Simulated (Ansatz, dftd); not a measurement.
Reaction: H3BNO (SMILES NB[O], doublet) → H3BNO (SMILES N[B]O, doublet)
Each species at its own B3LYP-D3(BJ)/def2-TZVP minimum (Ansatz, a first-principles code), one conformer.

Property: isomerisation energy (electronic), in kcal/mol. Open shells are spin-unrestricted; no spin-orbit coupling. CBS(X,Y): correlation extrapolated as X^-3, Hartree-Fock from the larger set. A bracket is a step between two methods taken in the basis named. The functionals are non-relativistic, so their misses hold any scalar relativity. Double hybrids freeze cores in their MP2 part. '+ core + X2C': CCSD(T) terms for core correlation (cc-pwCVTZ) and scalar relativity (cc-pVTZ-DK).

Compared with CCSD(T)/CBS(cc-pVTZ,cc-pVQZ) + [CCSDT(Q) - CCSD(T)]/cc-pVDZ + core + X2C (Ansatz): -4.3 kcal/mol.

Costs are rough ratios of core time, to one figure, on one kind of shared machine, summed over the single points of the molecules; atoms, geometries and frequencies are left out. The first row took roughly 10 core seconds; short runs hold start-up time.

```tsv
level	program	cost relative to the first row	difference (kcal/mol)
PBE0-D3(BJ)/def2-TZVPD	Ansatz + dftd3	1	1.5
B3LYP-D4/def2-TZVPD	Ansatz + dftd4	1	4.1
CAM-B3LYP/def2-TZVPD	Ansatz	2	3.5
B2GP-PLYP/def2-TZVPD	Ansatz	2	1.0
B2PLYP-D4/def2-TZVPD	Ansatz + dftd4	2	1.7
B2PLYP/def2-TZVPD	Ansatz	2	1.8
wB97M-V/def2-TZVPD	Ansatz	3	3.7
```

The dearest row costs roughly 3 times the first. Costs within a factor of two don't rank. The table holds for this case alone.
